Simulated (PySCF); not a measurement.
**Dipole response of Sn⁺ (tin, charge +1)**

[Kr] 4d10 5s2 5p1, 2P determinant. Calculation: PySCF 2.14, in dyall-av3z; the spin-free X2C one-electron Hamiltonian (Gaussian nucleus). Coupled (time-dependent) response in atomic units; α is the mean over directions.

| method | mean α (bohr³) | α xx, yy, zz | C₆ (like pair) | S(−4) |
| --- | --- | --- | --- | --- |
| PBEsol | 27.04 | 24.90, 31.33, 24.90 | 200.5 | 255.0 |

S(−4) is the Cauchy moment in α(ω) = α(0) + S(−4) ω² + …

Spin-orbit coupling is absent.

α(iu) at PBEsol:

```
u (hartree)  α(iu) (bohr³)
          0          27.04
     0.0500          26.42
      0.100          24.76
      0.200          20.03
      0.300          15.52
      0.500          9.526
      0.750          5.846
       1.00          4.009
       1.50          2.284
       2.00          1.494
       3.00         0.7870
       5.00         0.3294
```

A single London oscillator, α(iu) = α/(1 + u²/ω²), gives C₆ = (3/4) ω α². Matching the computed C₆ needs ω = 4 × 200.5 / (3 × 27.04²) = 0.366 hartree.

For an ion, C₆ is the dispersion term alone; charge-induced terms of lower order in 1/R come first.

The components differ because the open shell of this determinant is not spherical; for a pure term their mean is the scalar polarisability.
